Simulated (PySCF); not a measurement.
## Nonlinear optical response: 2-bromophenol (SMILES c1ccc(O)c(Br)c1)

Geometry (Å), atoms numbered from 1 in this order:
```xyz
13

O     1.4337   -1.6731   -1.5591
C     0.1950   -1.2810   -1.2386
C    -0.8906   -2.0352   -1.7000
C    -2.1931   -1.6638   -1.3910
C    -2.4456   -0.5315   -0.6148
C    -1.3792    0.2309   -0.1469
C    -0.0760   -0.1451   -0.4586
Br    1.3936    0.8742    0.1664
H     2.0656   -1.0512   -1.1667
H    -0.6755   -2.9176   -2.3058
H    -3.0238   -2.2682   -1.7623
H    -3.4690   -0.2395   -0.3721
H    -1.5495    1.1206    0.4618
```

Method used: quadratic response CAM-B3LYP/aug-cc-pVDZ first hyperpolarisability, Taylor convention, gas phase (PySCF 2.14.0). Geometry: PBE0-D3(BJ)/def2-SVP.

The calculation is non-relativistic, which matters for the atoms heavier than Zn.

Question: Give β for the processes computed.

Answer: In au, Taylor convention; the vector part is βᵢ = ⅓ Σⱼ (βᵢⱼⱼ + βⱼᵢⱼ + βⱼⱼᵢ); β∥ is 3/5 of the vector part along the dipole, the dipole points from − to +:
| process | λ (nm) | β vector norm | β∥ | β HRS | depolarisation ratio |
| --- | --- | --- | --- | --- | --- |
| static β(0;0,0) | ∞ | 232.2 | -137.2 | 88.3 | 7.10 |
| second harmonic β(−2ω;ω,ω) | 1907 | 246.7 | -145.6 | 93.4 | 7.34 |
| Pockels β(−ω;ω,0) | 1907 | 236.8 | -139.9 | – | – |
| second harmonic β(−2ω;ω,ω) | 1064 | 285.3 | -167.7 | 107.1 | 7.96 |
| Pockels β(−ω;ω,0) | 1064 | 247.8 | -146.2 | – | – |

Question: Which lowest excitations, dipole and polarisabilities go with it?

Answer: S1 5.05 eV (f = 0.056); S2 5.35 eV (f = 0.000); S3 5.81 eV (f = 0.013); dipole 1.00 D; isotropic α 95.4 au static, 95.8 au at 1907 nm, 96.6 au at 1064 nm, 96.9 au at 953.5 nm, 100.6 au at 532 nm.
